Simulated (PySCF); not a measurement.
SMILES S[SiH2][SiH2]c1ccccc1 (GFN2-xTB optimised geometry):

```
19

S     -1.366    -4.295    -0.270
Si    -0.196    -2.479    -0.240
Si    -1.601    -0.658     0.014
C     -0.591     0.935     0.000
C     -1.243     2.164     0.000
C     -0.537     3.352     0.000
C      0.848     3.332     0.000
C      1.516     2.119     0.000
C      0.800     0.935     0.000
H     -2.167    -3.955    -1.269
H      0.595    -2.525    -1.473
H      0.708    -2.780     0.866
H     -2.597    -0.570    -1.071
H     -2.379    -0.697     1.263
H     -2.324     2.185     0.000
H     -1.064     4.295     0.000
H      1.405     4.258     0.000
H      2.597     2.096     0.000
H      1.334    -0.007     0.000
```

Calculation: B3LYP/def2-SVP in PySCF.

Task: What are the frontier orbital energies and the dipole moment?

Result: HOMO-2 -7.28 eV, HOMO-1 -7.21 eV, HOMO -6.69 eV, LUMO -0.85 eV, LUMO+1 -0.48 eV; dipole moment 2.30 D.

On the same geometry PySCF with PBE/def2-SVP gives HOMO-2 -6.54 eV, HOMO-1 -6.47 eV, HOMO -5.75 eV, LUMO -1.58 eV, LUMO+1 -1.25 eV; dipole moment 2.26 D.

Meta-Löwdin charges at B3LYP/def2-SVP: S1 -0.28, Si2 0.35, Si3 0.39, C4 -0.21, C5 -0.09, C6 -0.10, C7 -0.09, C8 -0.10, C9 -0.09, H10 0.08, H11 -0.09, H12 -0.08, H13 -0.09, H14 -0.09, H15 0.10, H16 0.10, H17 0.10, H18 0.10, H19 0.09.
